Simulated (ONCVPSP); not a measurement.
## Potentials for Te (Z = 52) compared

Generated with ld1.x 7.5 (TM, RRKJ, ultrasoft, PAW), atompaw 4.2 or ONCVPSP 4.0.1. The cutoff is in Ry: for ld1.x and atompaw files where the sum of valence levels is converged to 10 mRy in a Bessel basis, for ONCV files where the hardest occupied wave has 1 mHa per electron of residual kinetic energy. The error is the largest all-electron minus pseudo excitation energy over each file’s own four to seven test configurations (ionisations up to +4, promotions, holes and added fractions of an electron), all of which were solved. The labels leave out finer settings (local radius, basis sizes, second energies), which also bear on the numbers. Spin-polarised tests are not counted. The rows are a selection from randomly drawn settings: files with unsolved tests, undetermined cutoffs or missed reference levels are left out.

A true bound ghost makes a file unfit for plane-wave use even where its test errors are small: the radial tests pick states by their node count and pass the ghost by.

| potential | cutoff (Ry) | largest error (meV) | bound ghosts |
| --- | --- | --- | --- |
| ONCV, PBE, scalar-relativistic, rc 1.50/1.20/1.40 (spd), local smoothed, core correction yes, reference 4s2 4p6 4d10 5s2 5p2, qcut 9.5/13.5/9.6, projectors 3/2/1 | 109 | -115 | none |
| ONCV, LDA (Perdew-Wang 92), scalar-relativistic, rc 1.45/1.55/1.20 (spd), local smoothed, core correction no, reference 4s2 4p6 4d10 5s2 5p4, qcut 8.7/7.1/15.7, projectors 2/2/3 | 119 | -512 | none |
| ONCV, PBE, scalar-relativistic, rc 1.85/2.00/0.95 (spd), local smoothed, core correction no, reference 4d10 5s2 5p2, qcut 2.9/4/8.9, projectors 1/1/2 | 246 | +33 | s, p |

Q: Fill in the row for Te: ONCV, PBEsol, scalar-relativistic, rc 1.90/1.85/0.95 (spd), local d, core correction yes, reference 4d10 5s2 5p4, qcut 2.9/3.8/10.2, projectors 2/1/0.

A: cutoff 103 Ry, largest error -10 meV, bound ghosts: s, p.

Q: Fill in the row for Te: ONCV, LDA (Perdew-Zunger), fully relativistic, rc 1.80/1.30/1.55 (spd), local smoothed, core correction yes, reference 4p6 4d10 5s1 5p5, qcut 3.2/12.8/9.2, projectors 1/2/3.

A: cutoff 97 Ry, largest error -16 meV, bound ghosts: s.

Q: Fill in the row for Te: ONCV, PBEsol, scalar-relativistic, rc 1.40/1.50/1.20 (spd), local smoothed, core correction yes, reference 4s2 4p6 4d10 5s1.5 5p4.5, qcut 10.8/11.4/14.1, projectors 2/2/3.

A: cutoff 114 Ry, largest error -340 meV, bound ghosts: none.
